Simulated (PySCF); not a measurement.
**Löwdin shares of the frontier orbitals**

Compound: C₅H₃ClO₂.
Bonds: O1–C2 (double), C2–Cl3, C2–C4, C4–C5 (aromatic), C5–C6 (aromatic), C6–C7 (aromatic), C7–O8 (aromatic), C4–O8 (aromatic). Hydrogens: H9 on C5; H10 on C6; H11 on C7.

Method used: TDDFT wB97X-D/def2-SVPD, vertical, gas phase, core orbitals frozen in the response in PySCF 2.14.0, density-fitted response routines. Geometry: GFN2-xTB, one conformer, isolated molecule. Torsions of this conformer, `[O:1]=[C:2]([Cl:3])[c:4]1[cH:5][cH:6][cH:7][o:8]1`: O1–C2–C4–C5 0°.

Frontier orbitals with the atoms that hold most of them (Löwdin shares over 4%, at most four atoms; ? is withheld):

```
orbital  ε (eV)                            atoms
 LUMO+2    2.13    C6 28%, C7 22%, O8 10%, C5 9%
 LUMO+1    2.12  Cl3 17%, C7 15%, C6 15%, C2 10%
   LUMO   -0.54                                ?
   HOMO       ?                                ?
 HOMO-1  -10.55           O1 54%, Cl3 33%, C2 7%
 HOMO-2  -10.96   C5 24%, C6 24%, O8 21%, Cl3 9%
 HOMO-3  -11.23    Cl3 73%, C2 10%, O1 8%, C4 5%
```

Give the leading atoms of the HOMO.

C4 (bonded to 2 C and O) 26%; C7 (bonded to C, O and H) 24%; C6 (bonded to 2 C and H) 14%; C5 (bonded to 2 C and H) 10%.

Give the leading atoms of the LUMO.

C2 (bonded to C, Cl and O) 22%; O1 (bonded to C) 19%; C5 (bonded to 2 C and H) 14%; C7 (bonded to C, O and H) 11%. By element: carbon 48% or more, oxygen 19% or more.

What is the HOMO energy, and the HOMO–LUMO gap?

ε(HOMO) = -9.42 eV; the gap is 8.89 eV (0.3266 hartree).

Within 0.005 eV of a neighbour in this list lie LUMO+1/LUMO+2 (point group found: Cs); within a degenerate set the shares of single atoms can hang on how the components are chosen.

How does S1 compare with the orbital gap of 8.89 eV?

S1 is at 4.73 eV (f = 0.0000), 4.15 eV below the gap, made of HOMO-1→LUMO (89%). Its leading pair isn't HOMO and LUMO; the energies of that pair differ by 10.01 eV. 

One configuration dominates each of S1, S2 and S4. Which, and how do the shares of the two leading atoms of either orbital change from the occupied to the empty one?

- S1 (4.73 eV, f 0.0000), HOMO-1→LUMO (89%): O1 54% → 19%, Cl3 33% → at most 12%, C2 7% → 22%
- S2 (5.02 eV, f 0.396), HOMO→LUMO (97%): C4 26% → at most 12%, C7 24% → 11%, C2 at most 11% → 22%, O1 at most 11% → 19%
- S4 (6.20 eV, f 0.018), HOMO-2→LUMO (90%): C5 24% → 14%, C6 24% → at most 12%, C2 at most 10% → 22%, O1 at most 10% → 19%

Löwdin shares depend on the basis, the more so with diffuse functions.
